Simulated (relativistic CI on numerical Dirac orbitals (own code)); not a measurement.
**Hyperfine structure of Tl³⁶⁺, mass number 204**

Calculated at this level of theory: Dirac-Coulomb-Breit CI, KLI orbitals optimised for each configuration, a model potential for QED, unscaled Slater integrals (own radial code, finite nucleus).

Configuration list (outside the closed core [Ar] 3d10): 4s2 4p6 4d9, 4s2 4p6 4d8 4f, 4s2 4p5 4d10, 4s 4p6 4d10, 4s2 4p5 4d9 4f, 4s 4p6 4d9 4f, 4s2 4p6 4d8 5s, 4s2 4p6 4d7 4f 5s, 4s2 4p6 4d8 5p, 4s2 4p6 4d8 5d, 4s2 4p5 4d9 5s. Double excitations out of closed p, d and f shells are left out; levels of such configurations are missing from the list, as are those of other unlisted configurations, and high levels can miss mixing partners.

Nuclear spin I = 2, μ = 0.09 μN (tables of Stone and Pyykkö). The electronic factors are computed for point nuclear moments, without core polarisation or the Bohr-Weisskopf and QED corrections.

```tsv
Level	E (cm⁻¹)	A (MHz)
4s2 4p6 4d9 2D_5/2	0	631.2
4s2 4p6 4d9 2D_3/2	221950	1634
4s2 4p5 4d10 2P°_3/2	1775502	2458
4s2 4p6 4d8 4f 4I°_15/2	1894453	414.8
```

Levels with J = 0, under 50 % of one LS term, or S terms without an open s electron are left out. Small factors come from cancelling terms and can be off by tens of per cent or more.

At this charge energies of transitions that change n are usually good to better than 1 %, and those within a shell (Δn = 0) to a few per cent.

Q: Give the hyperfine levels of 4s2 4p6 4d9 2D_5/2 relative to its centre of gravity.

A: With K = F(F + 1) − I(I + 1) − J(J + 1), E = AK/2: F = 1/2: -4418, F = 3/2: -3472, F = 5/2: -1894, F = 7/2: 315.6, F = 9/2: 3156 MHz.

LS names give the leading component of a level, which can be under half, so a name can repeat, a term be missing and a line seem to break the LS rules.
